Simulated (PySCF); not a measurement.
Species: CHBF₂S.
Cartesian coordinates in Å at the PBE0-D3(BJ)/def2-SVP level; atoms count from 1:
```
atom  x, y, z in Å
F1     1.1478    1.3969    0.2440
B2     0.7287    0.1561    0.2716
F3     1.5540   -0.7601    0.7362
C4    -0.7046   -0.2584   -0.2302
S5    -1.7124    0.7748   -0.9606
H6    -1.0110   -1.3076   -0.0812
```

Computed with PBE0-D3(BJ)/def2-SVP geometry optimisation, gas phase in PySCF.

Masses are those of the commonest isotopes; rigid-rotor values at the optimised geometry. 

Give the principal moments of inertia and the rotational constants in MHz.

Ia = 51.80, Ib = 224.06, Ic = 275.58 u·Å²; 505379 MHz·u·Å²/I gives A = 9756, B = 2256, C = 1834 MHz.

Classify the top.

An asymmetric top. Ray's parameter κ = (2B − A − C)/(A − C) = -0.894; −1 is the prolate and +1 the oblate limit.

What does the inertial defect say?

Not planar: Δ = Ic − Ia − Ib = -0.28 u·Å². For a rigid frame Δ = −2 Σ m c², so Σ m c² = 0.14 u·Å² lies off the ab plane: 0.03 from hydrogen and 0.12 from heavier atoms. The atom farthest from that plane is 0.16 Å away.

Give the other two planar moments, Paa and Pbb, and the rms extents of the mass along the axes.

Paa = Σ m a² = (Ib + Ic − Ia)/2 = 223.92 and Pbb = Σ m b² = (Ia + Ic − Ib)/2 = 51.66 u·Å². With the mass M = 93.99 u, the rms extents √(P/M) along a, b and c are 1.54, 0.74, 0.04 Å.

Which lines would a microwave search look for?

The dipole components are |μa| = 0.05 D, |μb| = 1.15 D, |μc| = 0.12 D. Intensities carry the squares of the components, which stand as 0.00 : 1.00 : 0.01 (a : b : c). Some of the stronger lines:

```tsv
type	branch	J(Ka,Kc)	MHz	lower level (cm⁻¹)
b	R	2(0,2) ← 1(1,1)	661	0.387
b	R	3(0,3) ← 2(1,2)	5103	0.645
c	Q	2(1,2) ← 2(0,2)	7097	0.409
b	Q	1(1,0) ← 1(0,1)	7923	0.136
b	Q	2(1,1) ← 2(0,2)	8361	0.409
b	Q	3(1,2) ← 3(0,3)	9052	0.816
b	R	1(1,1) ← 0(0,0)	11590	0.000
c	R	1(1,0) ← 0(0,0)	12012	0.000
b	R	2(1,2) ← 1(0,1)	15258	0.136
b	R	3(1,3) ← 2(0,2)	18722	0.409
b	Q	3(2,1) ← 3(1,2)	21967	1.118
c	Q	2(2,1) ← 2(1,1)	22503	0.688
b	Q	2(2,0) ← 2(1,1)	22520	0.688
b	Q	2(2,1) ← 2(1,2)	23768	0.645
b	Q	3(2,2) ← 3(1,3)	24411	1.033
b	R	2(2,1) ← 1(1,0)	31103	0.401
c	R	2(2,1) ← 1(1,1)	31525	0.387
b	R	2(2,0) ← 1(1,1)	31542	0.387
b	R	3(2,2) ← 2(1,1)	34771	0.688
c	R	3(2,1) ← 2(1,1)	34857	0.688
b	R	3(2,1) ← 2(1,2)	36122	0.645
b	Q	3(3,0) ← 3(2,1)	38483	1.850
b	Q	3(3,1) ← 3(2,2)	38569	1.847
b	R	3(3,1) ← 2(2,0)	50820	1.439
c	R	3(3,0) ← 2(2,0)	50820	1.439
b	R	3(3,0) ← 2(2,1)	50838	1.438
```

Stationary, but not proved a minimum. These are rigid-rotor constants of the computed structure; measured ground-state constants (B0) also hold zero-point vibration. Quadrupole hyperfine structure (11B) is left out.
